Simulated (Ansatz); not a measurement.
`ClC[SiH2][TeH]` and `OC[SiH2][TeH]` differ in one atom or group.

Ansatz, PBE0-D4/def2-TZVP geometries, multiplicity 1. Each molecule was computed in one conformer, which needn't be the lowest.

Elements past krypton have def2 core potentials.

| property | `ClC[SiH2][TeH]` |
| --- | --- |
| LUMO energy (PBE/def2-TZVPP) / eV | -1.61 |
| LUMO energy (PBE0/def2-TZVPP) / eV | -0.79 |
| HOMO–LUMO gap (ωB97M-V/def2-TZVPP) / eV | 9.80 |
| LUMO energy (B3LYP/def2-TZVPP) / eV | -1.01 |
| size of the dipole moment (PBE/def2-TZVPP) / D | 1.10 |
| size of the dipole moment (B3LYP/def2-TZVPP) / D | 1.11 |

(1) What does the change do to each property? (An estimate is asked.)

## Answers

(1) Computed: 
```csv
property,`OC[SiH2][TeH]`,shift
LUMO energy (PBE/def2-TZVPP) / eV,-1.38,0.23
LUMO energy (PBE0/def2-TZVPP) / eV,-0.58,0.21
HOMO–LUMO gap (ωB97M-V/def2-TZVPP) / eV,9.76,-0.04
LUMO energy (B3LYP/def2-TZVPP) / eV,-0.81,0.20
size of the dipole moment (PBE/def2-TZVPP) / D,1.39,0.29
size of the dipole moment (B3LYP/def2-TZVPP) / D,1.50,0.39
```

Dipoles are sizes alone; their direction can turn.

B3LYP here is the variant with VWN-RPA as its local correlation; programs differ in this.

Spin–orbit coupling is left out; it splits and shifts lone-pair levels of the heavy atoms by tenths of an eV.
